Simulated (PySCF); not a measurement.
A GIAO shielding run with PySCF 2.14 (density fitting, non-relativistic, gas phase) on SMILES C#CC(=C=S)[SiH2]C#CC, C7H6SSi:

```
$ OMP_NUM_THREADS=1 python probes_run.py task.json out

{"job": {"kind": "nmr", "xc": "PBE0", "basis": "pcSseg-1"}, "charge": 0, "multiplicity": 1}
C     -4.188278    -1.029507    -0.219368
C     -3.097191    -0.527185    -0.260633
C     -1.797324    -0.009386    -0.304858
C     -1.448456     1.234957    -0.392858
S     -0.829590     2.663535    -0.496490
Si    -0.390381    -1.320144    -0.232658
C      1.195596    -0.394966    -0.203460
C      2.206954     0.261763    -0.184631
C      3.418065     1.045374    -0.157654
H     -5.156300    -1.430302    -0.186985
H     -0.506913    -2.147054    -1.438428
H     -0.596440    -2.084716     1.001467
H      3.189699     2.082154    -0.403969
H      4.132308     0.656705    -0.883221
H      3.863836     1.006763     0.836179
```

Hardware: 1 thread of an Arm Neoverse N1, shared host. The job also computes population analyses, field gradients.

(1) How large is the calculation?

(2) How long does it take, and how much memory does it need?

## Answers

(1) 78 electrons, 197 basis functions and 1063 auxiliary functions.

(2) 68 s of wall time, with 15 SCF cycles and 6 response iterations; peak memory 0.87 GiB. Times on a shared host scatter by some tens of per cent.
